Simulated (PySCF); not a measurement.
Zn(Cl)(Me) (CH3ClZn), SMILES [CH3][Zn][Cl]. Heavy atoms are numbered as in [Zn:1]([Cl:2])[CH3:3]. Hydrogens are named by the atom that carries them.

Geometry optimised at B3LYP-D3(BJ)/def2-TZVP.

All values below come from PBE0/pcSseg-1 in PySCF.

GIAO shieldings, no solvent; atoms alike by connectivity are averaged. δ = σ(ref) − σ: ³⁵Cl against HCl (σ = 945.9 ppm); ¹³C against TMS (σ = 186.3 ppm); ¹H against TMS (σ = 31.56 ppm), references at their B3LYP-D3(BJ)/def2-TZVP geometries, non-relativistic (without spin–orbit terms, shifts of atoms bonded to Cl or Br come out too high).

```tsv
atoms	nucleus	count	δ (ppm)
Cl2	³⁵Cl	1	-59.7
C3 (CH3)	¹³C	1	(withheld)
H on C3	¹H	3	0.03
```

**Question.** Some entries are withheld; supply them. (An estimate is asked for; the answer gives what the named calculation found.)

**Answer.** 
- C3 (CH3), δ (ppm): -15.1
